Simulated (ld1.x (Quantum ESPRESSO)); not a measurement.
Varying the RRKJ potential for Ir

Base potential:

ld1.x (Quantum ESPRESSO) 7.5 input, shortened:

```
&input
   title='Ir', zed=77., rel=2, dft='PBESOL', iswitch=3,
   config='[Xe] 4f14 5d7 6s2 6p0', rel_dist='average'
 /
 &inputp
   pseudotype=2, tm=.false., rho0=0.01, lloc=0,
   nlcc=.true., rcore=2.15
 /
3
6P  2  1   0.00   0.00  3.75  3.75  0.0
5D  3  2   7.00   0.00  2.15  2.15  0.0
6S  1  0   2.00   0.00  2.20  2.20  0.0
 &test
   configts(1)='5d7 6s2 6p0'
 /
```

Open shells are filled in proportion to 2j + 1 (rel_dist='average').

All-electron outer shells of the reference configuration (PBEsol, scalar-relativistic, ld1.x):

| shell | level (eV) | outermost node (bohr) | outermost maximum (bohr) |
| --- | --- | --- | --- |
| 4f | -62.24 | – | 0.39 |
| 5p | -54.72 | 0.54 | 1.01 |
| 5d | -7.18 | 0.59 | 1.31 |
| 6s | -6.37 | 1.17 | 2.38 |
| 6p | -1.18 | 1.39 | 3.43 |

Cutoffs, loose and tight: the cutoffs (Ry, on a coarse ladder) from which the occupation-weighted sum of valence levels, in a spherical-Bessel basis at the reference potential, stays within 10 and 1 mRy of its value at 400 Ry. They do not see the model core or the augmentation charge, which bear on the density cutoff. Test errors are all-electron minus pseudo excitation energies from the reference, over the configurations 5d7 6s1 6p0; 5d7 6s0 6p0; 5d6 6s0 6p0; 5d8 6s1 6p0; 5d7 6s0 6p2; 5d7 6s0 6p1; 5d8 6s0 6p0. A dash means not determined; rows that change the core or the reference have their own tests.

```tsv
change	outcome	cutoff, loose	cutoff, tight	bound ghosts	largest test error (meV)
base	generated	35 Ry	40 Ry	none	-162
core correction a·sin(br)/r model core inside 1.08 bohr	generated	35 Ry	40 Ry	none	-150
core correction a·sin(br)/r model core inside 1.34 bohr	generated	35 Ry	40 Ry	none	-150
core correction a·sin(br)/r model core inside 1.68 bohr	generated	35 Ry	40 Ry	none	-155
core correction a·sin(br)/r model core inside 1.90 bohr	generated	35 Ry	40 Ry	none	-160
core correction a·sin(br)/r model core inside 2.14 bohr	generated	35 Ry	40 Ry	none	-162
```

(1) What comes out with this change to the base: core correction none?

(2) What comes out with this change to the base: core correction a·sin(br)/r model core inside 2.56 bohr?

Results:

(1) outcome: generated; cutoff, loose: 35 Ry; cutoff, tight: 40 Ry; bound ghosts: none; largest test error (meV): -66.

(2) outcome: generated; cutoff, loose: 35 Ry; cutoff, tight: 40 Ry; bound ghosts: none; largest test error (meV): -134.
